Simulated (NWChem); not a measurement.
System: iminoborane (BNH₂); SMILES N=B

Parts of the log:

```
             Northwest Computational Chemistry Package (NWChem) 7.3.0
             --------------------------------------------------------

 ORDER OF PRIMARY AXIS IS BEING SET TO 4
 C4V symmetry detected

                             Geometry "geometry" -> ""
                             -------------------------

 Output coordinates in angstroms (scale by  1.889725989 to convert to a.u.)

  No.       Tag          Charge          X              Y              Z
 ---- ---------------- ---------- -------------- -------------- --------------
    1 B                    5.0000     0.00000000     0.00000000     0.69150800
    2 N                    7.0000     0.00000000     0.00000000    -0.54113297
    3 H                    1.0000     0.00000000     0.00000000     1.86307097
    4 H                    1.0000     0.00000000     0.00000000    -1.53268018

 Effective nuclear repulsion energy (a.u.)      23.9060367032

      Symmetry information
      --------------------

 Group name             C4v
 Group number             18
 Group order               8
 No. of unique centers     4

                                 NWChem DFT Module
                                 -----------------

 Summary of "ao basis" -> "ao basis" (spherical)
 ------------------------------------------------------------------------------
       Tag                 Description            Shells   Functions and Types
 ---------------- ------------------------------  ------  ---------------------
 B                         def2-tzvp                11       31   5s3p2d1f
 N                         def2-tzvp                11       31   5s3p2d1f
 H                         def2-tzvp                 4        6   3s1p

      Symmetry analysis of basis
      --------------------------

        a1         30
        a2          0
        b1          6
        b2          6
        e          32

            General Information
            -------------------
          SCF calculation type: DFT
          Wavefunction type:  closed shell.
          No. of atoms     :     4
          No. of electrons :    14
           Alpha electrons :     7
            Beta electrons :     7
          Charge           :     0
          Spin multiplicity:     1
          Use of symmetry is: on ; symmetry adaption is: on
          Maximum number of iterations: 200
          AO basis - number of functions:    74
                     number of shells:    30
          Convergence on energy requested:  1.00D-06
          Convergence on density requested:  1.00D-05
          Convergence on gradient requested:  5.00D-04

              XC Information
              --------------
                      r^2SCAN Method XC Functional
               r^2SCAN metaGGA Exchange Functional  1.000
                     r^2SCAN Correlation Potential  1.000

             Grid Information
             ----------------
          Grid used for XC integration:  medium
          Radial quadrature: Mura-Knowles
          Angular quadrature: Lebedev.
          Tag              B.-S. Rad. Rad. Pts. Rad. Cut. Ang. Pts.
          ---              ---------- --------- --------- ---------
          B                   0.85       49           9.0       434
          N                   0.65       49           8.0       434
          H                   0.35       45          10.0       434
          Grid pruning is: on
          Number of quadrature shells:   188
          Spatial weights used:  Erf1

      Superposition of Atomic Density Guess
      -------------------------------------

 Sum of atomic energies:         -79.84588306

      Non-variational initial energy
      ------------------------------

 Total energy =     -80.551320
 1-e energy   =    -153.591095
 2-e energy   =      49.133738
 HOMO         =      -0.419204
 LUMO         =       0.054860

      Symmetry analysis of molecular orbitals - initial
      -------------------------------------------------

 !! scf_movecs_sym_adapt:   12 vectors were symmetry contaminated

  Symmetry fudging

 !! scf_movecs_sym_adapt:   12 vectors were symmetry contaminated

  Numbering of irreducible representations:

     1 a1          2 a2          3 b1          4 b2          5 e

  Orbital symmetries:

     1 a1          2 a1          3 a1          4 a1          5 a1
     6 e           7 e           8 e           9 e          10 a1
    11 a1         12 a1         13 e          14 e          15 a1
    16 a1         17 a1

   convergence    iter        energy       DeltaE   RMS-Dens  Diis-err
 ---------------- ----- ----------------- --------- --------- ---------
 d= 0,ls=0.0,diis     1    -80.7121413128 -1.05D+02  1.20D-02  5.41D-01
 d= 0,ls=0.0,diis     2    -80.3495806265  3.63D-01  9.00D-03  3.29D+00
 d= 0,ls=0.0,diis     3    -80.7768542087 -4.27D-01  1.75D-03  3.15D-02
  Resetting Diis
 d= 0,ls=0.0,diis     4    -80.7806618575 -3.81D-03  4.37D-04  3.13D-03
 d= 0,ls=0.0,diis     5    -80.7810713830 -4.10D-04  1.43D-04  8.14D-05
 d= 0,ls=0.0,diis     6    -80.7810718207 -4.38D-07  8.02D-05  7.40D-05
 d= 0,ls=0.0,diis     7    -80.7810814002 -9.58D-06  1.98D-05  1.35D-05
 d= 0,ls=0.0,diis     8    -80.7810828613 -1.46D-06  6.87D-06  8.19D-07
 d= 0,ls=0.0,diis     9    -80.7810829565 -9.52D-08  1.62D-06  2.76D-08

[...]

                         DFT ENERGY GRADIENTS

    atom               coordinates                        gradient
                 x          y          z           x          y          z
   1 B       0.000000   0.000000   1.306761    0.000000   0.000000  -0.005233
   2 N       0.000000   0.000000  -1.022593    0.000000   0.000000   0.003880
   3 H       0.000000   0.000000   3.520694    0.000000   0.000000   0.001008
   4 H       0.000000   0.000000  -2.896346    0.000000   0.000000   0.000345
```

Level: r2SCAN/def2-TZVP. Coordinates come from a PBE0-D3(BJ)/def2-TZVP optimisation.

Task: Which NWChem input produces such a log?

Result: This is not unique; one that fits is the input that was run:
```
start job
memory heap 200 mb stack 900 mb global 1100 mb
geometry units angstroms noautoz
  B      0.000052     0.686737     0.000000
  N      0.000249    -0.545904     0.000000
  H     -0.000152     1.858300     0.000000
  H      0.003187    -1.537450     0.000000
end
basis spherical
  * library def2-tzvp
end
dft
  xc r2scan
  iterations 200
  convergence diis 3
end
task dft gradient
```
